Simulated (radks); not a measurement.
Values are calculated unless marked as measured or tabulated.
Ge4+, 28 electrons, occupied as [Ne] 3s1 3p6 3d10 4p1 (not the ground configuration).

Code: a radial shooting solver on a logarithmic mesh with Libxc functionals. Model: Dirac Kohn-Sham, LDA (Slater exchange, Perdew-Wang correlation), spin-unpolarised, spherical densities, finite nucleus; open shells fill j = l - 1/2 first; Fermi nuclear charge, rms radius 4.0742 fm.

Energy parts (hartree):
total: -2085.49965
kinetic: 2128.69587
electron-nucleus: -4973.90410
Hartree: 834.20423
exchange-correlation: -74.49565

Orbitals (lengths in bohr, moments of r in powers of bohr):
orbital  occ.  eigenvalue (hartree)   <1/r>
1s1/2       2             -404.5012   32.34
2s1/2       2             -52.70192   7.140
2p1/2       2             -47.20689   7.110
2p3/2       4             -46.03598   6.916
3s1/2       1              -8.45611   2.311
3p1/2       2              -6.63140   2.193
3p3/2       4              -6.46942   2.147
3d3/2       4              -3.34103   1.868
3d5/2       6              -3.31749   1.856
4s1/2       0              -2.09425  0.7846
4p1/2       1              -1.66618  0.6955
4p3/2       0              -1.64654  0.6866
4d3/2       0              -1.03505  0.5248
4d5/2       0              -1.03272  0.5236

The highest occupied level is 4p1/2 at -45.339 eV. The configuration is held as typed, so some empty levels lie below it. The density falls to 0.001 e/bohr^3 at r = 3.08 bohr. The electron density at the nucleus is 3.132e+04 e/bohr^3.
